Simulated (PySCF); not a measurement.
Polarisability and C₆ of Mn (manganese, neutral)

[Ar] 3d5 4s2, high-spin 6S determinant. All numbers are calculated (PySCF 2.14, scalar relativity by spin-free X2C-1e, in aug-cc-pwCVTZ-DK (10s9p7d4f3g, 127 functions)). Coupled (time-dependent) response in atomic units; α is the mean over directions.

```
 method  mean α (bohr³)  C₆ (like pair)  S(−4)
wB97X-V           73.13           707.5   2820
```

S(−4) is the Cauchy moment in α(ω) = α(0) + S(−4) ω² + …

Reference α: 68 ± 9 bohr³ (recommended; Schwerdtfeger and Nagle, table of static dipole polarizabilities (2023 update)). Published C₆: 552.0 (Chu and Dalgarno (2004); Tang, Norbeck and Certain (1976)).

α(iu) at wB97X-V:

```csv
u (hartree),α(iu) (bohr³)
0,73.13
0.0500,66.79
0.100,53.54
0.200,31.25
0.300,19.50
0.500,9.902
0.750,5.737
1.00,3.923
1.50,2.304
2.00,1.569
3.00,0.8890
5.00,0.4093
```

A single London oscillator, α(iu) = α/(1 + u²/ω²), gives C₆ = (3/4) ω α². Matching the computed C₆ needs ω = 4 × 707.5 / (3 × 73.13²) = 0.176 hartree.
